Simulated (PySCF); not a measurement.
SMILES [Cl][Mg][GeH3], PBE0/def2-SVP optimised geometry.

```
6

Mg    -0.48    -0.09     0.00
Cl    -2.69    -0.09     0.00
Ge     2.09    -0.09     0.00
H      2.69    -1.23     0.86
H      2.68    -0.27    -1.42
H      2.69     1.23     0.55
```

Density from PBE0/def2-TZVP in PySCF at that geometry.

Minimum of the electron density along straight lines between bonded atoms, close to the bond critical point (lines longer than 1.1 times the sum of covalent radii, or with two minima, are not listed):

```json
[
 {"bond": "Mg1–Cl2", "length / Å": "2.210", "ρ at the minimum / e bohr⁻³": "0.052", "∇²ρ there / e bohr⁻⁵": "0.29", "position (fraction from the first atom)": "0.39"},
 {"bond": "Mg1–Ge3", "length / Å": "2.571", "ρ at the minimum / e bohr⁻³": "0.041", "∇²ρ there / e bohr⁻⁵": "0.08", "position (fraction from the first atom)": "0.37"},
 {"bond": "Ge3–H4", "length / Å": "1.546", "ρ at the minimum / e bohr⁻³": "0.129", "∇²ρ there / e bohr⁻⁵": "0.06", "position (fraction from the first atom)": "0.59"},
 {"bond": "Ge3–H5", "length / Å": "1.546", "ρ at the minimum / e bohr⁻³": "0.129", "∇²ρ there / e bohr⁻⁵": "0.06", "position (fraction from the first atom)": "0.59"},
 {"bond": "Ge3–H6", "length / Å": "1.546", "ρ at the minimum / e bohr⁻³": "0.129", "∇²ρ there / e bohr⁻⁵": "0.06", "position (fraction from the first atom)": "0.59"}
]
```
